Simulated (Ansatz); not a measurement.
CH₆BFGe, SMILES `C[B](F)[GeH3]`, relaxed with RKS PBE-D4/def2-SVP in Ansatz 0.2.0 from a rough embedded geometry. The force threshold is 0.03 eV/Å; the program also tests the step.

The species carries charge 0 and has multiplicity 1.

Start:

```xyz
10

C    -0.358    1.271   -0.754
B    -0.724    0.025    0.044
F    -2.103   -0.243    0.307
Ge    0.658   -1.261    0.684
H     0.220    1.040   -1.680
H    -1.235    1.888   -1.080
H     0.302    1.955   -0.156
H     0.591   -1.326    2.237
H     2.131   -0.702    0.294
H     0.519   -2.647    0.103
```

(1) How much energy does the relaxation release, and in how many steps? (Estimate.)

(2) Which bonds change most? (Best estimate.)

(3) Give the relaxed structure. (Estimate.)

Answers

(1) Computed: 6.69 kcal/mol, in 5 steps, 1 of them rejected.

(2) Computed: B2–Ge4 from 1.994 to 2.097 Å; B2–F3 from 1.429 to 1.341 Å; Ge4–H9 from 1.623 to 1.554 Å; Ge4–H10 from 1.509 to 1.555 Å.

(3) The calculation gave: 
```xyz
10

C    -0.408    1.359   -0.802
B    -0.736    0.061    0.010
F    -2.012   -0.245    0.288
Ge    0.713   -1.276    0.725
H     0.205    1.106   -1.694
H    -1.304    1.927   -1.122
H     0.242    2.023   -0.190
H     0.641   -1.409    2.273
H     2.161   -0.842    0.362
H     0.498   -2.703    0.149
```
